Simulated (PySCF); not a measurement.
PySCF 2.14 output of an unrestricted PBE0 calculation on a single atom or ion in x2c-TZVPPall, with the spin-free X2C one-electron Hamiltonian (Gaussian nucleus):

```
SCF conv_tol = 1e-09
number electrons alpha = 27  beta = 26
    C. Adamo and V. Barone.,  J. Chem. Phys. 110, 6158 (1999)
    M. Ernzerhof and G. E. Scuseria.,  J. Chem. Phys. 110, 5029 (1999)
cycle= 1 E= -7115.21459465594  delta_E= -0.00904  |g|= 0.0278  |ddm|= 0.261
cycle= 2 E= -7115.21478037212  delta_E= -0.000186  |g|= 0.0163  |ddm|= 0.0563
cycle= 3 E= -7115.21483984237  delta_E= -5.95e-05  |g|= 0.00493  |ddm|= 0.0239
cycle= 4 E= -7115.21484353165  delta_E= -3.69e-06  |g|= 0.000356  |ddm|= 0.00317
cycle= 5 E= -7115.21484364143  delta_E= -1.1e-07  |g|= 5.37e-05  |ddm|= 0.000846
cycle= 6 E= -7115.21484364323  delta_E= -1.8e-09  |g|= 5.15e-06  |ddm|= 0.000139
cycle= 7 E= -7115.21484364324  delta_E= -1e-11  |g|= 5.97e-07  |ddm|= 1.42e-05
converged SCF energy = -7115.21484364324  <S^2> = 0.75313938  2S+1 = 2.0031369
```

The run itself started from symmetry-adapted Hartree-Fock orbitals and held the occupation by maximum overlap, on a logarithmic radial grid, so the iterations belong to that start.

Which element, charge and spin multiplicity is this?

I (iodine, neutral), multiplicity 2; the state was [Kr] 4d10 5s2 5p5, 2P determinant.
